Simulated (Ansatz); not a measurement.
Ansatz results at the PBE0-D4/def2-TZVP geometry: HOMO energy (PBE0/def2-TZVPP) -7.28 eV; HOMO energy (B3LYP/def2-TZVPP) -7.08 eV; HOMO–LUMO gap (PBE/def2-TZVPP) 2.57 eV.

Q: Which molecule gave them?
A. `C=C1OC=C[SiH2]1`
B. `[NH2][GaH][O][SiH2]O`
C. `C=NB(F)Br`
D. `B1C[SiH2]B[SiH2]1`

A: D. The others give `C=NB(F)Br`: -7.86, -7.63, 3.76; `[NH2][GaH][O][SiH2]O`: -7.46, -7.23, 4.94; `C=C1OC=C[SiH2]1`: -6.64, -6.43, 3.79.

B3LYP here is the variant with VWN-RPA as its local correlation; programs differ in this.
